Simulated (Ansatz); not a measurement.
The cluster Rb3H3. Charge 0, multiplicity 3. Geometry PBE0-D4/def2-TZVP, that of the charge +1 doublet; atoms count from 1.

```
atom   x (Å)   y (Å)   z (Å)
 Rb1  -0.554   0.574  -1.640
 Rb2  -3.811   3.409  -4.619
 Rb3   2.702  -2.208   1.119
  H4   1.085  -0.834  -0.219
  H5   0.315  -0.460   2.305
  H6   0.261  -0.482   3.054
```

In the def2 sets Rb takes a core potential; there is no spin–orbit coupling. At PBE0-D4/def2-TZVP a singlet of charge 0 lies 0.25 eV below the triplet at the same geometry. The structure comes from a short search, and lower isomers may exist.

**Question.** Estimate the Mulliken populations from the PBE0/def2-TZVP orbitals of Ansatz.

**Answer.** 
```json
{"atom": "Rb1", "charge (e)": "0.29", "spin (α − β)": "0.50"}
{"atom": "Rb2", "charge (e)": "0.02", "spin (α − β)": "0.97"}
{"atom": "Rb3", "charge (e)": "0.29", "spin (α − β)": "0.53"}
{"atom": "H4", "charge (e)": "-0.59", "spin (α − β)": "0.00"}
{"atom": "H5", "charge (e)": "0.00", "spin (α − β)": "0.00"}
{"atom": "H6", "charge (e)": "-0.01", "spin (α − β)": "0.00"}
```
Mulliken values and Mayer orders depend strongly on the basis.

**Question.** Where does the spin sit?

**Answer.** Summed by element: Rb 2.00, H 0.00, of 2 unpaired in all. Largest on single atoms: Rb2 0.97, Rb3 0.53, Rb1 0.50.

**Question.** And the Mayer bond orders between bonded heavy atoms (over 0.3)?

**Answer.** Rb1–Rb2 0.36 (5.25 Å).
